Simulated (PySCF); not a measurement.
Radial density of Ni⁺ (nickel, charge +1)

r2SCAN, [Ar] 3d9, 2D determinant. Computed with PySCF 2.14 in pcseg-2, with no relativity, point nucleus.

| r (bohr) | 4πr²ρ (e/bohr) | 4πr²(ρα − ρβ) |
| --- | --- | --- |
| 0.00106 | 0.1986 | 0.0000 |
| 0.00178 | 0.5399 | 0.0000 |
| 0.00300 | 1.426 | 0.0000 |
| 0.00504 | 3.600 | 0.0000 |
| 0.00848 | 8.402 | 0.0001 |
| 0.0143 | 17.22 | 0.0002 |
| 0.0240 | 28.46 | 0.0004 |
| 0.0404 | 33.65 | 0.0008 |
| 0.0679 | 27.92 | 0.0034 |
| 0.114 | 30.62 | 0.0207 |
| 0.192 | 37.47 | 0.1224 |
| 0.323 | 19.33 | 0.4984 |
| 0.543 | 19.53 | 0.9962 |
| 0.914 | 14.59 | 0.7950 |
| 1.54 | 3.512 | 0.2629 |
| 2.59 | 0.4979 | 0.0266 |
| 4.35 | 0.02688 | -0.0003 |
| 7.32 | 2.572e-05 | 0.0000 |
